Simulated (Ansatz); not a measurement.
Ansatz (a quantum-chemistry and plane-wave program) input (B3LYP-D3(BJ)/def2-TZVP):

Ansatz 0.2 input:
```yaml
crystal:
  periodic: [false, false, false]
  atoms:
    - {symbol: Ir, position_ang: [-0.00005197, 0.00280108, 0.01877456]}
    - {symbol: O, position_ang: [1.69477546, -0.01726923, -0.08509689]}
    - {symbol: O, position_ang: [-1.69427528, -0.00969118, -0.09560824]}
basis:
  gaussian:
    orbitals: def2-TZVP
hamiltonian:
  xc: b3lyp
  dispersion: d3bj
magnetization: {spin_polarized: true, initial_magnetization: 1}
phonons: {temperatures: {t_min: 298.15, t_max: 298.15, t_step: 100}}
```

Output:

```
Functional definition: B3LYP
integrals: 0.03 GiB planned
694 factors; their error is unknown
mean field: 0.36 GiB planned
mean field evaluation 1: about -6924.3679 eV, gradient 5.6e1 eV
mean field evaluation 2: about -6828.1396 eV, gradient 1.6e2 eV
mean field evaluation 4: about -6934.4562 eV, gradient 7.4e0 eV
mean field evaluation 8: about -6934.6819 eV, gradient 1.2e-1 eV
mean field evaluation 16: about -6934.6821 eV, gradient 8.2e-5 eV
mean field -6934.68205448 eV, -254.8448650059 hartree, gradient 8.2e-5 eV, S^2 0.751941; 1 other end points of the search recorded, 0 dependent functions left out
the calculation of the forces begins
reference -6934.68225189 eV, -254.8448722606 hartree; 17, 16 occupied and 85, 86 virtual orbitals, 694 factors
these checks for a lower state are left out or cut short: stability, starts, cluster_reference, orbital_swaps, neighbouring_geometries, increment
integrals: 0.03 GiB planned
694 factors; their error is unknown
mean field: 0.36 GiB planned
mean field -6934.68195126 eV, -254.8448612124 hartree, gradient 2.4e-6 eV, S^2 0.751942; 0 other end points of the search recorded, 0 dependent functions left out
the calculation of the forces begins
reference -6934.68214865 eV, -254.8448684666 hartree; 17, 16 occupied and 85, 86 virtual orbitals, 694 factors
these checks for a lower state are left out or cut short: stability, starts, cluster_reference, orbital_swaps, neighbouring_geometries, increment
integrals: 0.03 GiB planned
694 factors; their error is unknown
mean field: 0.36 GiB planned
mean field evaluation 32: about -6934.6819 eV, gradient 8.6e-2 eV
mean field -6934.68195039 eV, -254.8448611808 hartree, gradient 2.5e-6 eV, S^2 0.751942; 0 other end points of the search recorded, 0 dependent functions left out
the calculation of the forces begins
reference -6934.68214782 eV, -254.8448684360 hartree; 17, 16 occupied and 85, 86 virtual orbitals, 694 factors
these checks for a lower state are left out or cut short: stability, starts, cluster_reference, orbital_swaps, neighbouring_geometries, increment
integrals: 0.03 GiB planned
694 factors; their error is unknown
mean field: 0.36 GiB planned
mean field -6934.68205395 eV, -254.8448649862 hartree, gradient 2.8e-6 eV, S^2 0.751941; 0 other end points of the search recorded, 0 dependent functions left out
the calculation of the forces begins
reference -6934.68225134 eV, -254.8448722404 hartree; 17, 16 occupied and 85, 86 virtual orbitals, 694 factors
these checks for a lower state are left out or cut short: stability, starts, cluster_reference, orbital_swaps, neighbouring_geometries, increment
integrals: 0.03 GiB planned
694 factors; their error is unknown
mean field: 0.36 GiB planned
mean field -6934.68205300 eV, -254.8448649514 hartree, gradient 2.3e-6 eV, S^2 0.751941; 0 other end points of the search recorded, 0 dependent functions left out
the calculation of the forces begins
reference -6934.68225042 eV, -254.8448722066 hartree; 17, 16 occupied and 85, 86 virtual orbitals, 694 factors
these checks for a lower state are left out or cut short: stability, starts, cluster_reference, orbital_swaps, neighbouring_geometries, increment
integrals: 0.03 GiB planned
694 factors; their error is unknown
mean field: 0.36 GiB planned
mean field -6934.68197745 eV, -254.8448621752 hartree, gradient 2.4e-6 eV, S^2 0.751949; 0 other end points of the search recorded, 0 dependent functions left out
the calculation of the forces begins
reference -6934.68217487 eV, -254.8448694302 hartree; 17, 16 occupied and 85, 86 virtual orbitals, 694 factors
these checks for a lower state are left out or cut short: stability, starts, cluster_reference, orbital_swaps, neighbouring_geometries, increment
integrals: 0.03 GiB planned
694 factors; their error is unknown
mean field: 0.36 GiB planned
mean field evaluation 64: about -6934.6819 eV, gradient 8.6e-2 eV
mean field -6934.68195598 eV, -254.8448613859 hartree, gradient 2.5e-6 eV, S^2 0.751934; 0 other end points of the search recorded, 0 dependent functions left out
the calculation of the forces begins
reference -6934.68215338 eV, -254.8448686403 hartree; 17, 16 occupied and 85, 86 virtual orbitals, 694 factors
Total energy: -6934.76348735 eV, -254.8478576087 hartree
Atom 0 at    -0.000052     0.002801     0.018775 Å, force     0.000001    -0.000055    -0.000371 eV/Å
Atom 1 at     1.694775    -0.017269    -0.085097 Å, force    -0.000836     0.000030     0.000183 eV/Å
Atom 2 at    -1.694275    -0.009691    -0.095608 Å, force     0.000835     0.000026     0.000188 eV/Å
Dipole moment:    -0.000161     0.008700     0.058312 e Å
Vibrations: 5.36 46.34 990.17 1038.58 cm⁻¹, zero-point energy 0.128972 eV
```

The spin state was set by rule; other spins were not relaxed.
